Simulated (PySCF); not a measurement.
# How methods differ on the ionisation energy of Zn¹⁷⁺

Zn¹⁷⁺ [Ne] 3s2 3p1 (2P) → Zn¹⁸⁺ [Ne] 3s2 (1S), as a difference of total energies. Computed with PySCF 2.14 in an even-tempered Gaussian basis (19 s from 1.2 bohr⁻², ratio 2.5; 12 p from 1.6 bohr⁻², ratio 2.5; 5 d from 7.8 bohr⁻², ratio 2.7; 4 f from 12 bohr⁻², ratio 2.7), with scalar relativity by spin-free X2C-1e. Correlated levels: outer shells: 1s2 frozen; virtual orbitals above 40 to 60 times the deepest correlated orbital energy dropped. The calculations carry no spin-orbit coupling.

| method | ionisation energy (eV) |
| --- | --- |
| UHF | 613.25 |
| MP2 (outer shells) | 613.80 |
| SCS-MP2 (outer shells) | 613.70 |
| CCSD (outer shells) | 613.82 |
| CCSD(T) (outer shells) | 613.83 |

**Question.** How much does correlation contribute at CCSD(T) (outer shells)?

**Answer.** 613.83 − (613.25) = 0.58 eV, measured against UHF.

A first-order spin-orbit estimate (lowest level to lowest level, LS coupling) adds 3.153 eV.

For comparison: 613.3 ± 2.4 eV (semi-empirical (NIST evaluation); NIST Atomic Spectra Database, ionization energies).
